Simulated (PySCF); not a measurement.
## 31P chemical shifts

- GFN2-xTB geometry
- σ from GIAO-PBE0/pcSseg-1
- program: PySCF
- single conformer, relativity neglected, rapidly exchanging positions averaged, in vacuum

Shieldings were converted by a linear fit to measured shifts: 31P (scatter 18.1 ppm rms vs H3PO4, solution or neat liquid). A few per cent of atoms miss by over 2 rms, more outside the fitted compound classes.

Q: Give the 31P shifts of `N#Cc1ccpcc1`, `CSCP(C)C`, `CSCP(C)C`, `C=C/P=C/CC`.

A: 
```csv
compound,environment,δ (ppm)
N#Cc1ccpcc1,"phosphorus bonded to 2 C, in a 6-membered ring",223.6
CSCP(C)C,phosphorus bonded to 3 C,-65.4
CSCP(C)C,phosphorus bonded to 3 C,-65.4
C=C/P=C/CC,phosphorus bonded to 2 C,221.2
```

Q: Order these by 31P shift, lowest first.
A. CC[Si]1(P)CSC1
B. CCC[P@@H](C)=S
C. N#Cc1ccpcc1
D. CC[P@@]1(=S)C[C@H]1[SiH3]

A: A (-228.9 ppm, phosphorus bonded to Si, 2 H), D (-60.8 ppm, phosphorus bonded to 3 C, S, in a 3-membered ring), B (-5.0 ppm, phosphorus bonded to 2 C, S, H), C (223.6 ppm, phosphorus bonded to 2 C, in a 6-membered ring).
